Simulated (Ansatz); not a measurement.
Calculated with Ansatz (gas phase, PBE0-D4/def2-TZVP geometries, no zero-point term in ΔE). CCSD(T)/CBS adds triple-zeta CCSD(T) − MP2 to the extrapolated MP2 energy (def2 sets, frozen cores). Functionals use def2-TZVPP. B3LYP here is the variant with VWN-RPA as its local correlation; programs differ in this. For Ge outer-core shells are correlated without core-valence functions, which leaves a few kJ/mol of doubt a bond. Scalar relativity is left out up to krypton.

Reaction (formal exchange of groups at a Ge–C bond): `[GeH3][C]#[C][GeH3]` + `CC1C=C1F` → `FC1=C[CH]1[GeH3]` + `CC#[C][GeH3]`

`[GeH3][C]#[C][GeH3]`:

Cartesian coordinates in Å:
```
Ge 1.916 0.605 -1.497
C 0.463 0.147 -0.362
C -0.464 -0.145 0.362
Ge -1.916 -0.605 1.497
H 1.439 1.653 -2.510
H 3.051 1.177 -0.638
H 2.389 -0.659 -2.225
H -3.221 -0.141 0.839
H -1.726 0.094 2.848
H -1.931 -2.127 1.686
```

`CC1C=C1F`:

Z-matrix (Å, degrees):
```
C
C 1 1.509
H 1 1.094 2 110.9
H 1 1.094 2 111.1 3 119.4
H 1 1.093 2 110.9 3 -120.3
C 2 1.549 1 121.3 3 87.5
C 2 1.461 1 122.8 3 147.6
H 2 1.095 1 113.4 3 -59.6
H 6 1.075 2 144.6 1 -71.1
F 7 1.310 2 143.6 1 73.4
```

`FC1=C[CH]1[GeH3]`:

Cartesian coordinates in Å:
```
F -1.263 0.231 -2.345
C -0.244 0.260 -1.530
C 0.989 0.000 -1.315
C 0.142 0.642 -0.171
Ge -0.375 -0.401 1.408
H 1.963 -0.375 -1.565
H 0.309 1.705 0.031
H -0.624 -1.856 0.971
H -1.651 0.166 2.058
H 0.753 -0.373 2.456
```

`CC#[C][GeH3]`:

```xyz
10

C    -0.493   -1.338   -1.759
C    -0.179   -0.480   -0.635
C     0.082    0.236    0.302
Ge    0.497    1.349    1.774
H     0.415   -1.782   -2.175
H    -0.988   -0.774   -2.554
H    -1.158   -2.150   -1.456
H    -0.805    1.869    2.398
H     1.347    2.531    1.290
H     1.282    0.538    2.814
```

```csv
level,ΔE (kJ/mol),difference from CCSD(T)/CBS
PBE0-D4,17.2,-6.9
B3LYP-D4,18.6,-5.5
ωB97M-V,21.6,-2.5
B2PLYP,23.2,-0.9
PBE,15.0,-9.1
r2SCAN,18.5,-5.6
PBE0,17.5,-6.6
CCSD/def2-TZVPP,27.6,3.5
CCSD(T)/def2-TZVPP,27.6,3.5
HF/CBS(def2),29.6,5.5
CCSD(T)/CBS,24.1,0
```

Largest T1 diagnostic among the species: 0.012.
